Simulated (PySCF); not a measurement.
# C₆ coefficients of unlike pairs at PBE0

Calculated with PySCF 2.14 from the dipole response of each species, C₆(A,B) = (3/π) ∫ α_A(iu) α_B(iu) du, in atomic units, from isotropic polarisabilities. For ions this is the dispersion term alone; charge-induced terms of lower order in 1/R come first.

```csv
species,configuration,basis,relativity,α (bohr³),C₆ (like pair)
Li+,1s2 (1S),aug-cc-pCVQZ (9s8p6d4f2g),none,0.2022,0.08340
Ga(2+),[Ar] 3d10 4s1 (2S),"aug-cc-pVQZ-PP with one added diffuse shell each of s, p, d, f, g type with ECP10MDF (8s7p6d4f3g)",core potential,9.914,29.03
Sb+,[Kr] 4d10 5s2 5p2 (3P),aug-cc-pwCVTZ-PP with ECP28MDF (8s7p6d4f1g),core potential,25.15,208.0
Mo,[Kr] 4d5 5s1 (7S),aug-cc-pwCVTZ-PP with ECP28MDF (8s8p7d4f3g),core potential,77.53,812.2
```

Q: Estimate C₆ for Sb+ with Li+.

A: The integral gives 3.155. The combination rule 2 C_A C_B / (C_A α_B/α_A + C_B α_A/α_B) gives 2.880 and the geometric mean 4.165.

No spin-orbit coupling is included.

The other pairs:

```json
{"pair": "Mo, Li+", "C₆": "4.898"}
{"pair": "Mo, Ga(2+)", "C₆": "146.5"}
{"pair": "Mo, Sb+", "C₆": "387.3"}
{"pair": "Sb+, Ga(2+)", "C₆": "77.63"}
{"pair": "Ga(2+), Li+", "C₆": "1.164"}
```
